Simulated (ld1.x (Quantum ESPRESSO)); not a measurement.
Which setting gave this result? (Hf (Z = 72), RRKJ)

Base potential:

```
Element                 : Hf (Z = 72)
Generator               : ld1.x (Quantum ESPRESSO) 7.5
Type                    : norm-conserving RRKJ (Kleinman–Bylander form)
Functional              : PBE
Relativity              : fully relativistic
Frozen core             : [Kr] 4d10 4f14
Valence charge          : 12
Reference configuration : 5s2 5p6 5d2 6s0 6p0 (charge +2)
Partial waves           : 5p (bound): rc 2.30 bohr; 5d (bound): rc 1.75 bohr; 5s (bound): rc 1.80 bohr
Local potential         : the s channel
Core correction         : none
rho0                    : 0.001
```

Open shells are filled in proportion to 2j + 1 (rel_dist='average').

Cutoffs, loose and tight: the cutoffs (Ry, on a coarse ladder) from which the occupation-weighted sum of valence levels, in a spherical-Bessel basis at the reference potential, stays within 10 and 1 mRy of its value at 400 Ry. They do not see the model core or the augmentation charge, which bear on the density cutoff. Test errors are all-electron minus pseudo excitation energies from the reference, over the configurations 5s2 5p6 5d2 6s2 6p0; 5s2 5p6 5d2 6s1 6p0; 5s2 5p6 5d1 6s0 6p0; 5s2 5p6 5d2 6s1 6p1; 5s2 5p6 5d2 6s0 6p2; 5s2 5p6 5d2 6s1.5 6p0; 5s2 5p6 5d3 6s1 6p0; variants that change the core or the reference have their own tests. The largest error is taken over the tests solved by every variant that gives reliable tests at all, those not shown here included: 5s2 5p6 5d1 6s0 6p0; 5s2 5p6 5d2 6s0 6p2; 5s2 5p6 5d2 6s1 6p0; 5s2 5p6 5d2 6s1.5 6p0; 5s2 5p6 5d2 6s2 6p0; 5s2 5p6 5d3 6s1 6p0.

Only the s radius is moved (1 further runs of the sweep failed or gave no value and are left out):

```tsv
s radius (bohr)	cutoff, loose	cutoff, tight	bound ghosts	largest test error (meV)	median size of the test errors
1.12	100 Ry	180 Ry	p1/2	+156	84.8 meV
1.38	80 Ry	140 Ry	p1/2	+916	341.5 meV
1.68	50 Ry	70 Ry	none	+1709	1058.4 meV
1.88	40 Ry	55 Ry	none	+3101	1875.4 meV
2.02	30 Ry	55 Ry	none	+4486	2684.8 meV
2.68	25 Ry	50 Ry	s (extra level of the local part)	-10555	5466.4 meV
```

One more run gave cutoff, loose: 25 Ry; cutoff, tight: 50 Ry; bound ghosts: none; largest test error (meV): +7018; median size of the test errors: 4146.4 meV. Which value of the s radius was used?

2.28 bohr. The median size of the test errors moves one way along this sweep, from 84.8 meV at 1.12 to 5466.4 meV at 2.68 bohr, which places the run between 2.02 and 2.68 bohr.
